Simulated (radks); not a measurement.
Results of a calculation; reference values are marked as such.
Spherical jellium clusters: N electrons in a uniform positive sphere of charge N and radius rs N^(1/3), rs = 3.33 bohr. Level of theory: non-relativistic Kohn-Sham, PBEsol, spin-polarised, spherical densities (a radial shooting solver with Libxc functionals). Levels are named by radial order and angular momentum (1s, 1p, 1d, 2s, ...), and open shells are averaged over m.

N = 9, configuration 1s2 1p6 1d(up 1, down 0). This is the lowest configuration that the search found. Occupied and some empty levels:

| level | occupation | eigenvalue (eV) | <r> (bohr) |
|---|---|---|---|
| 1s up | 1 | -5.7052 | 4.624 |
| 1s down | 1 | -5.6185 | 4.509 |
| 1p up | 3 | -4.0584 | 5.684 |
| 1p down | 3 | -3.8885 | 5.610 |
| 1d up | 1 | -2.1420 | 6.707 |
| 1d down | 0 | -1.9247 | 6.685 |
| 2s up | 0 | -1.6574 | 6.831 |
| 2s down | 0 | -1.5287 | 6.841 |
| 1f up | 0 | -0.21991 | 8.610 |

Energy (eV): total -14.7995, kinetic 20.852, external -369.35, Hartree 179.38, exchange-correlation -36.609, background 190.92.
